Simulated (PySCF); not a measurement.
Species: C4H5N2O (doublet state).
Structure used (GFN2-xTB), in Å, numbered top down from 1:
```
atom  x, y, z in Å
C1     2.004   -0.256    0.885
N2     0.740   -0.326    0.409
C3     0.178    0.611   -0.417
O4     0.767    1.600   -0.808
C5    -1.262    0.285   -0.838
C6    -2.007   -0.347    0.213
N7    -2.557   -0.867    1.071
H8     2.359   -1.022    1.540
H9     2.602    0.583    0.595
H10    0.163   -1.103    0.711
H11   -1.751    1.217   -1.133
H12   -1.235   -0.376   -1.711
```

The hyperfine couplings belong to this conformer and change with its torsions.

The species is `[CH2]NC(=O)CC#N` [radical].

The calculation used UKS B3LYP, pcH-1 on C H N O, non-relativistic, mean-field spin-orbit, GIAO (PySCF). Isolated species at its GFN2-xTB geometry (one conformer only). A GFN2-xTB geometry isn't a minimum of the functional, and hyperfine couplings can be far from their values at a DFT geometry. No stability test was run, so a lower SCF solution isn't excluded.

Largest spin populations (Mulliken): C1 (+0.89), O4 (+0.11) and C3 (+0.08). No atom but C1 exceeds +0.15. The angles at C1 add up to 360.0°, so it is planar; its axial dipolar tensor and the negative couplings of its protons fit spin in a p orbital normal to that plane.

Find Q in a(H) = Q·ρ(C) for the protons on the planar carbons that carry spin.

| H | C | ρ(C) | a(H) (G) | a/ρ (G) |
| --- | --- | --- | --- | --- |
| H8 | C1 | +0.887 | -20.60 | -23.2 |
| H9 | C1 | +0.887 | -20.63 | -23.3 |

These protons share one ρ (within 0.01), so their mean ratio, Q = -23.2 G, is no test of linearity. In every row coupling and population have opposite signs.

Couplings in gauss use g_iso = 2.0030.
